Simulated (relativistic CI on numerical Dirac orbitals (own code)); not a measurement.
**What each ingredient does to the levels of Rh⁹⁺**

Base calculation: Dirac-Coulomb-Breit CI, separate exchange-only KLI orbitals for each configuration, a model potential for QED, unscaled Slater integrals.

Configurations in the expansion (outside the closed core [Ar] 3d10): 4s2 4p6, 4s2 4p5 4d, 4s 4p6 4d, 4s2 4p5 4f, 4s 4p6 4f, 4s2 4p5 5s, 4s2 4p5 5p, 4s2 4p5 5d, 4s 4p6 5s, 4s2 4p5 6s, 4s 4p6 5p, 4s2 4p5 5f, 4s2 4p5 6p, 4s2 4p5 5g, 4s2 4p5 6d, 4s 4p6 5d, 4s2 4p5 7s, 4s2 4p5 6f, 4p6 4d2, 4p5 4d3, 4p5 4d2 4f, 4p5 4d2 5s, 4p5 4d2 5p, 4p6 4f2, 4p5 4d 4f2, 4p5 4f3, 4p5 4f2 5s, 4p5 4f2 5p, 4p6 4d 5s, 4p5 4d 4f 5s, 4p5 4d 5s2, 4p5 4d 5s 5p. Double excitations out of closed p, d and f shells are left out; levels of such configurations are missing from the list, as are those of other unlisted configurations, and high levels can miss mixing partners. These lack a partner that the ground configuration has and come out too high: 4s2 4p5 5d, 4s2 4p5 6s, 4s2 4p5 5f, 4s2 4p5 6p, 4s2 4p5 5g.

Variants: (1) valence Slater integrals scaled by 0.9; (2) only the first 3 configurations; (3) non-relativistic limit. Shifts of the energy above 4s2 4p6 1S_0, in cm⁻¹, for the lowest level and the first level of each name with at least 55 % of one term (blank where a level changes its place among those of its configuration and J or its character, or is not in the variant):

```tsv
Level	Base	Δ(1)	Δ(2)	Δ(3)
4s2 4p6 1S_0	0	0	0	0
4s2 4p5 4d 3P°_0	386603	+3111	-112	-2765
4s2 4p5 4d 3P°_1	391892	+2903	-106	-8054
4s2 4p5 4d 3P°_2	402592	+2431	-87	-18753
4s2 4p5 4d 3F°_4	404101	+2102	+2114	-8675
4s2 4p5 4d 3F°_3	407316	+1524	+1755	-11890
4s2 4p5 4d 3F°_2	415808	+980	+1210	-20383
4s2 4p5 4d 3D°_3	432317	-918	+45	-9283
4s2 4p5 4d 3D°_1	445909	-858	-113	-22875
4s2 4p5 4d 1P°_1	565928	-12966	+3582	-19829
4s 4p6 4d 3D_1	731109	+4756	+22185	-47452
4s 4p6 4d 3D_2	733998	+4636	+21427	-50341
4s 4p6 4d 3D_3	738698	+4497	+20443	-55041
4s2 4p5 5s 3P°_2	742237	+513		+17040
4s2 4p5 5s 3P°_0	780618	+558		-21340
4s 4p6 4d 1D_2	791116	-2136	+3734	-55775
4s2 4p5 5p 3S_1	829330	+2197		+1807
4s2 4p5 5p 3D_2	840497	+261		+10168
4s2 4p5 5p 3D_3	848400	+592		+2265
4s2 4p5 5p 3P_2	857394	-392		
4s2 4p5 4f 3G_5	860933	+1031		-3371
4s2 4p5 4f 3G_4	866307	+609		-8745
```

At this charge energies of transitions that change n are usually good to better than 1 %, and those within a shell (Δn = 0) to a few per cent.

Ionisation energy from the two ground configurations alone: base 206.383 eV. The NIST ASD value (semi-empirical) is 207.51 eV.

LS names give the leading component of a level, which can be under half, so a name can repeat, a term be missing and a line seem to break the LS rules.
